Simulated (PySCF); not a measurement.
Mapped SMILES: `[CH2:1]=[C:2]([CH3:3])[O:4][SiH:5]([Cl:6])[Cl:7]`. Hydrogens are named by the atom that carries them. Ha(C1) is cis to C3; Hb(C1) is trans to C3.

- geometry from GFN2-xTB
- GIAO PBE0/pcSseg-1 shieldings
- code: PySCF 2.14.0 with density-fitted response routines
- non-relativistic Hamiltonian, rapidly exchanging positions averaged, no solvent model, one conformer

Task: List the cross peaks expected in HSQC, COSY and HMBC spectra.

Result: 

HSQC (one-bond C–H):
| δH | δC |
| --- | --- |
| 4.48 (Ha(C1)) | 96.7 (C1) |
| 4.24 (Hb(C1)) | 96.7 (C1) |
| 1.97 (H(C3)) | 24.8 (C3) |

COSY cross peaks (H two or three bonds apart, from the bond graph; peaks can be absent where the dihedral angle is near 90°):
| δH | δH |
| --- | --- |
| 4.48 (Ha(C1)) | 4.24 (Hb(C1)) |

HMBC (two and three bonds, from the bond graph):
| δH | δC |
| --- | --- |
| 5.77 (H(Si5)) | 163.1 (C2) |
| 4.48 (Ha(C1)) | 163.1 (C2), 24.8 (C3) |
| 4.24 (Hb(C1)) | 163.1 (C2), 24.8 (C3) |
| 1.97 (H(C3)) | 163.1 (C2), 96.7 (C1) |

δ = σ(ref) − σ, references computed at the same level: ¹H and ¹³C against TMS.

Short H···H contacts in this conformer between protons four or more bonds apart (candidates for NOE cross peaks, intensity ∝ r⁻⁶): Ha(C1)···H(C3) 2.44 Å.

Shifts are as computed. Against solution values, carbons near 30 ppm lie about +3 ppm off and those near 130 ppm about +5 ppm. Of 1211 compounds with measured shifts, 218 miss one by over three times the rms of a fit or turn the order of signals round; such compounds aren't used in these exercises.
